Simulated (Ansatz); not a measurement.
Ansatz (an electronic-structure program) input (PBE/6-31G*):

Ansatz 0.2 input:
```yaml
crystal:
  periodic: [false, false, false]
  atoms:
    - {symbol: N, position_ang: [-1.51643700, -0.02385100, 0.34063200]}
    - {symbol: Si, position_ang: [0.05434000, -0.24481600, -0.29945000]}
    - {symbol: F, position_ang: [0.98123700, -0.76350400, 0.89919600]}
    - {symbol: F, position_ang: [0.57449000, 1.19346800, -0.77454100]}
    - {symbol: H, position_ang: [-1.94345500, -0.76391000, 0.87861800]}
    - {symbol: H, position_ang: [-2.20378800, 0.48862600, -0.19263700]}
basis:
  gaussian:
    orbitals: 6-31G*
hamiltonian:
  xc: {name: PBE}
magnetization: {spin_polarized: true, initial_magnetization: 1}
relax: {f_tol: 0.003, max_steps: 120}
```

From the output:

```
726 factors; their error is unknown
mean field: 0.18 GiB planned
mean field evaluation 32: about -14824.7479 eV, gradient 5.7e-6 eV
mean field -14824.74789425 eV, -544.7994365385 hartree, gradient 5.7e-6 eV, S^2 0.751429; 0 other end points of the search recorded, 0 dependent functions left out
the calculation of the forces begins
reference -14824.74792504 eV, -544.7994376701 hartree; 21, 20 occupied and 47, 48 virtual orbitals, 726 factors
relax step   3: F+E_penalty+E_count = -14824.74789425 eV  Δ(F+E_penalty+E_count) = -1.265e-2 eV  max|allowed force component| = 8.537e-2 eV/Å  Δτ_max = 0.0202 Å  (32 SCF iters, accepted)
these checks for a lower state are left out or cut short: starts, cluster_reference, orbital_swaps, neighbouring_geometries, increment
integrals: 0.02 GiB planned
726 factors; their error is unknown
mean field: 0.18 GiB planned
mean field -14824.74960626 eV, -544.7994994539 hartree, gradient 6.4e-6 eV, S^2 0.751439; 0 other end points of the search recorded, 0 dependent functions left out
the calculation of the forces begins
reference -14824.74963701 eV, -544.7995005837 hartree; 21, 20 occupied and 47, 48 virtual orbitals, 726 factors
relax step   4: F+E_penalty+E_count = -14824.74960626 eV  Δ(F+E_penalty+E_count) = -1.712e-3 eV  max|allowed force component| = 1.102e-1 eV/Å  Δτ_max = 0.0262 Å  (32 SCF iters, accepted)
these checks for a lower state are left out or cut short: starts, cluster_reference, orbital_swaps, neighbouring_geometries, increment
integrals: 0.02 GiB planned
726 factors; their error is unknown
mean field: 0.18 GiB planned
mean field -14824.74965555 eV, -544.7995012653 hartree, gradient 6.3e-6 eV, S^2 0.751461; 0 other end points of the search recorded, 0 dependent functions left out
the calculation of the forces begins
reference -14824.74968621 eV, -544.7995023920 hartree; 21, 20 occupied and 47, 48 virtual orbitals, 726 factors
relax step   5: F+E_penalty+E_count = -14824.74965555 eV  Δ(F+E_penalty+E_count) = -4.929e-5 eV  max|allowed force component| = 4.815e-2 eV/Å  Δτ_max = 0.0080 Å  (33 SCF iters, accepted)
these checks for a lower state are left out or cut short: starts, cluster_reference, orbital_swaps, neighbouring_geometries, increment
integrals: 0.02 GiB planned
726 factors; their error is unknown
mean field: 0.18 GiB planned
mean field -14824.74996894 eV, -544.7995127821 hartree, gradient 6.4e-6 eV, S^2 0.751456; 0 other end points of the search recorded, 0 dependent functions left out
the calculation of the forces begins
reference -14824.74999967 eV, -544.7995139112 hartree; 21, 20 occupied and 47, 48 virtual orbitals, 726 factors
relax step   6: F+E_penalty+E_count = -14824.74996894 eV  Δ(F+E_penalty+E_count) = -3.134e-4 eV  max|allowed force component| = 2.398e-2 eV/Å  Δτ_max = 0.0057 Å  (33 SCF iters, accepted)
these checks for a lower state are left out or cut short: starts, cluster_reference, orbital_swaps, neighbouring_geometries, increment
integrals: 0.02 GiB planned
726 factors; their error is unknown
mean field: 0.18 GiB planned
mean field evaluation 64: about -14824.7500 eV, gradient 1.2e-5 eV
mean field -14824.74998420 eV, -544.7995133429 hartree, gradient 1.2e-5 eV, S^2 0.751454; 0 other end points of the search recorded, 0 dependent functions left out
the calculation of the forces begins
reference -14824.75001492 eV, -544.7995144719 hartree; 21, 20 occupied and 47, 48 virtual orbitals, 726 factors
relax step   7: F+E_penalty+E_count = -14824.74998420 eV  Δ(F+E_penalty+E_count) = -1.526e-5 eV  max|allowed force component| = 3.657e-3 eV/Å  Δτ_max = 0.0008 Å  (24 SCF iters, accepted)
these checks for a lower state are left out or cut short: starts, cluster_reference, orbital_swaps, neighbouring_geometries, increment
integrals: 0.02 GiB planned
726 factors; their error is unknown
mean field: 0.18 GiB planned
mean field -14824.74998728 eV, -544.7995134561 hartree, gradient 3.7e-5 eV, S^2 0.751454; 0 other end points of the search recorded, 0 dependent functions left out
the calculation of the forces begins
reference -14824.75001800 eV, -544.7995145852 hartree; 21, 20 occupied and 47, 48 virtual orbitals, 726 factors
relax step   8: F+E_penalty+E_count = -14824.74998728 eV  Δ(F+E_penalty+E_count) = -3.082e-6 eV  max|allowed force component| = 3.352e-3 eV/Å  Δτ_max = 0.0005 Å  (21 SCF iters, accepted)
these checks for a lower state are left out or cut short: starts, cluster_reference, orbital_swaps, neighbouring_geometries, increment
integrals: 0.02 GiB planned
726 factors; their error is unknown
mean field: 0.18 GiB planned
mean field -14824.74998802 eV, -544.7995134832 hartree, gradient 3.0e-5 eV, S^2 0.751453; 0 other end points of the search recorded, 0 dependent functions left out
the calculation of the forces begins
reference -14824.75001874 eV, -544.7995146123 hartree; 21, 20 occupied and 47, 48 virtual orbitals, 726 factors
relax step   9: F+E_penalty+E_count = -14824.74998802 eV  Δ(F+E_penalty+E_count) = -7.372e-7 eV  max|allowed force component| = 7.361e-5 eV/Å  Δτ_max = 0.0003 Å  (21 SCF iters, accepted)
integrals: 0.02 GiB planned
726 factors; their error is unknown
mean field: 0.18 GiB planned
mean field -14824.74998802 eV, -544.7995134832 hartree, gradient 3.0e-5 eV, S^2 0.751453; 1 other end points of the search recorded, 0 dependent functions left out
the calculation of the forces begins
reference -14824.75001874 eV, -544.7995146123 hartree; 21, 20 occupied and 47, 48 virtual orbitals, 726 factors
Total energy: -14824.75001874 eV, -544.7995146123 hartree
Atom 0 at    -1.524265     0.012805     0.385393 Å, force     0.000019     0.000031     0.000032 eV/Å
Atom 1 at     0.056856    -0.247370    -0.303048 Å, force     0.000066    -0.000044    -0.000068 eV/Å
Atom 2 at     0.998274    -0.780452     0.908045 Å, force     0.000002    -0.000051     0.000069 eV/Å
Atom 3 at     0.584955     1.208140    -0.792735 Å, force    -0.000024     0.000074    -0.000037 eV/Å
Atom 4 at    -1.954022    -0.782364     0.864882 Å, force    -0.000022    -0.000049     0.000039 eV/Å
Atom 5 at    -2.215411     0.475254    -0.210721 Å, force    -0.000040     0.000039    -0.000036 eV/Å
Dipole moment:    -0.563468    -0.207032    -0.105135 e Å
```

The geometry given is a B3LYP-D3(BJ)/def2-TZVP minimum.
